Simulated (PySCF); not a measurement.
Computed spin Hamiltonian

Compound: C6H11O (doublet state).
Cartesian coordinates in Å at the GFN2-xTB level; atoms count from 1:
```xyz
18
C6H11O angstrom
C     -1.2515    1.1796    1.1373
C     -1.3204    0.3873   -0.1199
C     -0.3173   -0.7505   -0.1372
C     -0.6479   -1.9960   -0.4270
C      1.1010   -0.3311    0.1972
C      1.7000    0.4940   -0.9541
O      1.1556    0.3662    1.4062
H     -1.6836    0.7463    2.0239
H     -1.2538    2.2544    1.0809
H     -2.3170   -0.0544   -0.2424
H     -1.1281    1.0291   -0.9839
H     -1.6601   -2.2755   -0.6693
H      0.0801   -2.7892   -0.4416
H      1.7124   -1.2337    0.3358
H      1.6462   -0.0655   -1.8844
H      2.7391    0.7213   -0.7314
H      1.1635    1.4329   -1.0680
H      0.2730    0.8912    1.4664
```

The hyperfine couplings belong to this conformer and change with its torsions.

As a line formula: `[CH2]CC(=C)[C@@H](C)O` [radical].

Computed, not measured: UKS B3LYP, pcH-1 on C H O, non-relativistic, mean-field spin-orbit, GIAO in PySCF 2.14.0. Geometry: GFN2-xTB, one conformer, isolated molecule. A GFN2-xTB geometry isn't a minimum of the functional, and hyperfine couplings can be far from their values at a DFT geometry. The SCF solution wasn't tested for stability.

- g1, g2, g3: 2.00218, 2.00315, 2.00371
- g_iso: 2.00301
- Form of g: rhombic: the two nearest values differ by 37 % of g3 − g1
- ⟨S²⟩: 0.7545 (exact 0.7500)
- α and β electrons: 28, 27
- Total energy: -310.41555 Eh

Hyperfine couplings atom by atom, in G; T1 to T3 are the principal values of the dipolar part (MHz turned into gauss with g_iso; 10 G = 1 mT):

```json
{"atom": "C1", "isotope": "13C", "a_iso": "45.8", "T1": "-25.2", "T2": "-25.1", "T3": "50.3", "Mulliken spin population": "0.88"}
{"atom": "C2", "isotope": "13C", "a_iso": "-8.4", "T1": "-1.2", "T2": "-0.2", "T3": "1.4", "Mulliken spin population": "-0.06"}
{"atom": "C3", "isotope": "13C", "a_iso": "5.2", "T1": "-2.2", "T2": "-1.3", "T3": "3.5", "Mulliken spin population": "0.04"}
{"atom": "C4", "isotope": "13C", "a_iso": "-1.0", "T1": "-0.6", "T2": "0.1", "T3": "0.5", "Mulliken spin population": "-0.01"}
{"atom": "C5", "isotope": "13C", "a_iso": "-2.6", "T1": "-0.6", "T2": "-0.2", "T3": "0.8", "Mulliken spin population": "-0.01"}
{"atom": "C6", "isotope": "13C", "a_iso": "-0.4", "T1": "-0.2", "T2": "-0.1", "T3": "0.3", "Mulliken spin population": "0.00"}
{"atom": "O7", "isotope": "17O", "a_iso": "-7.1", "T1": "-22.6", "T2": "11.3", "T3": "11.3", "Mulliken spin population": "0.16"}
{"atom": "H8", "isotope": "1H", "a_iso": "-14.3", "T1": "-11.7", "T2": "-0.8", "T3": "12.5", "Mulliken spin population": "-0.03"}
{"atom": "H9", "isotope": "1H", "a_iso": "-13.9", "T1": "-12.0", "T2": "-0.5", "T3": "12.5", "Mulliken spin population": "-0.03"}
{"atom": "H10", "isotope": "1H", "a_iso": "41.6", "T1": "-1.8", "T2": "-0.8", "T3": "2.5", "Mulliken spin population": "0.05"}
{"atom": "H11", "isotope": "1H", "a_iso": "0.9", "T1": "-1.6", "T2": "-1.2", "T3": "2.7", "Mulliken spin population": "0.00"}
{"atom": "H12", "isotope": "1H", "a_iso": "0.5", "T1": "-0.6", "T2": "-0.4", "T3": "1.0", "Mulliken spin population": "0.00"}
{"atom": "H13", "isotope": "1H", "a_iso": "1.1", "T1": "-0.4", "T2": "-0.3", "T3": "0.7", "Mulliken spin population": "0.00"}
{"atom": "H14", "isotope": "1H", "a_iso": "12.9", "T1": "-0.8", "T2": "-0.6", "T3": "1.4", "Mulliken spin population": "0.02"}
{"atom": "H15", "isotope": "1H", "a_iso": "0.1", "T1": "-0.4", "T2": "-0.3", "T3": "0.7", "Mulliken spin population": "0.00"}
{"atom": "H16", "isotope": "1H", "a_iso": "-0.1", "T1": "-0.5", "T2": "-0.4", "T3": "0.9", "Mulliken spin population": "0.00"}
{"atom": "H17", "isotope": "1H", "a_iso": "0.4", "T1": "-0.8", "T2": "-0.6", "T3": "1.4", "Mulliken spin population": "0.00"}
{"atom": "H18", "isotope": "1H", "a_iso": "-28.4", "T1": "-17.6", "T2": "-15.5", "T3": "33.1", "Mulliken spin population": "-0.01"}
```

The Mulliken spin populations are largest on C1 (+0.88), O7 (+0.16) and C2 (-0.06). The angles at C1 add up to 353.1°, so it is slightly pyramidal.

Under fast tumbling the dipolar parts average out, and these isotropic splittings remain (the largest six): 1 × 1H (H10, I = 1/2, 2 lines) with 4.16 mT, 1 × 1H (H18, I = 1/2, 2 lines) with 2.84 mT, 2 × 1H (H8/H9, I = 1/2, 3 lines) with 1.41 mT, 1 × 1H (H14, I = 1/2, 2 lines) with 1.29 mT, 1 × 1H (H13, I = 1/2, 2 lines) with 0.11 mT and 1 × 1H (H11, I = 1/2, 2 lines) with 0.09 mT.

Nuclei that the bonding pattern makes equivalent are averaged, as if the motion that swaps them (rotation, inversion, ring flip) were fast.

The 13C coupling of C1 (128.4 MHz) shows only in satellite lines or after enrichment, since that isotope makes up about 1.07 % of natural carbon.

The 17O coupling of O7 (-20.0 MHz) shows only in satellite lines or after enrichment, since that isotope makes up about 0.038 % of natural oxygen.

Examples of negative spin density at the nucleus (bohr⁻³): C2 (-0.0210), H18 (-0.0178) and H8/H9 (-0.0088).
